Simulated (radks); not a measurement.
Effect of the nuclear size on neutral krypton, [Kr]. Method: Dirac Kohn-Sham, relativistic LDA (MacDonald-Vosko exchange, VWN5 correlation), spin-unpolarised, spherical densities, finite nucleus; Fermi nuclear charge, rms radius 4.1884 fm; computed with a radial shooting solver on a logarithmic mesh with Libxc functionals. The rms radius is varied about that value; shifts are against it.

| rms radius (fm) | total energy shift (eV) | density at nucleus (e/bohr^3) | 1s1/2 shift (meV) | 2s1/2 shift (meV) | 3p1/2 shift (meV) | 4s1/2 shift (meV) |
|---|---|---|---|---|---|---|
| 3.6481 | -0.150 | 4.945e+04 | -63.4 | -6.43 | 0.093 | -0.118 |
| 3.958 | -0.0663 | 4.913e+04 | -28.0 | -2.84 | 0.041 | -0.052 |
| 4.1884 | 0 | 4.891e+04 | 0.000 | 0.000 | 0.000 | 0.000 |
| 4.4942 | 0.0934 | 4.864e+04 | 39.4 | 4.00 | -0.058 | 0.073 |
| 5.2271 | 0.342 | 4.805e+04 | 144 | 14.6 | -0.211 | 0.269 |

Slopes of the eigenvalues against <r^2> in GHz/fm^2, as finite differences over the two radii next to the reference (eigenvalue slopes, not the field-shift constants of lines): 1s1/2 3600, 2s1/2 365, 3p1/2 -5.27, 4s1/2 6.70.
